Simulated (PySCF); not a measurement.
**GeI and its ions**

M06; PySCF, scalar-relativistic core potentials, basis sets Ge cc-pVDZ-PP with ECP10, I cc-pVDZ-PP with ECP28. Neutral (UKS): doublet (π ↑), Re = 2.558 Å, ωe = 239 cm⁻¹, De = 3.18 eV, HOMO -4.86 eV, LUMO -3.10 eV.

GeI⁺ (UKS): singlet (closed shell), Re = 2.428 Å, ωe = 299 cm⁻¹, De = 3.95 eV to Ge⁺ + I. The energies at the minima are -590.45163 hartree for GeI and -590.20032 for GeI⁺.

(1) Work out the adiabatic ionisation energy, without and with harmonic zero-point energies (1 hartree = 27.2114 eV, 1 eV = 8065.5 cm⁻¹), and the change of the bond length.

These are scalar-relativistic numbers at best; spin–orbit coupling would shift them, the dissociation energy most. For an ion De counts to the pair picked by the measured ionisation energies or electron affinities, which need not be the lowest pair at this level. States were picked by a PBE0 search and need not be the measured ground states.

## Answers

(1) At M06: 0.25131 hartree = 6.838 eV between the minima; the zero-point term (299.0 − 239.0)/2 cm⁻¹ = +0.004 eV makes it 6.842 eV. Re changes by -13.0 pm against the neutral. The electron leaves a π orbital, and the shorter bond of the ion fits an antibonding orbital, or a change in how ionic the bond is.
